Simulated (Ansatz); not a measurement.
System: sum formula AlN$_{2}$H$_{4}$F, charge 0, multiplicity 1. SMILES: [F][Al]([NH2])[NH2]
Structure (B3LYP-D3(BJ)/def2-TZVP (Ansatz, a quantum-chemistry and plane-wave program) minimum search):
```
Al
F 1 1.6569
N 1 1.7617 2 118.11
H 3 1.0068 1 125.59 2 180.00
H 3 1.0072 4 110.45 1 180.00
N 1 1.7617 2 118.11 3 -180.00
H 6 1.0068 1 125.59 2 180.00
H 6 1.0072 7 110.45 1 180.00
```

PBE beside other levels, property by property. Correlated levels leave the core frozen unless marked. UHF or UKS for open shells. No spin-orbit coupling. Non-relativistic. CBS marks a two-point X^-3 extrapolation of the correlation energy; Hartree-Fock from the larger set. [CCSD(T)-MP2]/basis is that difference in the basis named. Atomisation energies are electronic, to ground-state atoms; the column to compare with has the core term from cc-pwCVTZ added, other frozen-core levels have none. Vertical energies are electronic, to the SCF solution reached for that spin. The coupled-cluster column (Ansatz) is a level with limits of its own: (a) RI-MP2/CBS(aug-cc-pV(T+d)Z,aug-cc-pV(Q+d)Z)+[CCSD(T)-MP2]/aug-cc-pV(T+d)Z; (b) CCSD(T)/CBS(aug-cc-pV(T+d)Z,aug-cc-pV(Q+d)Z).

| property | PBE/def2-TZVPD (Ansatz) | B3LYP-D3(BJ)/def2-TZVPD (Ansatz + dftd3) | B2PLYP-D3(BJ)/def2-TZVPD (Ansatz + dftd3) | RI-MP2/CBS(aug-cc-pV(T+d)Z,aug-cc-pV(Q+d)Z) (Ansatz) | coupled cluster |
|---|---|---|---|---|---|
| atomisation energy (kcal/mol) | 702.6 | 697.6 | 691.6 | 717.2 | 701.8 (b) |
| vertical triplet-singlet gap (eV) | 4.62 | 4.99 | 5.46 | 5.90 | 5.63 (a) |

As the rows show:
- atomisation energy: PBE lies 0.8 kcal/mol above coupled cluster.
- vertical triplet-singlet gap: PBE lies 1.01 eV below coupled cluster.
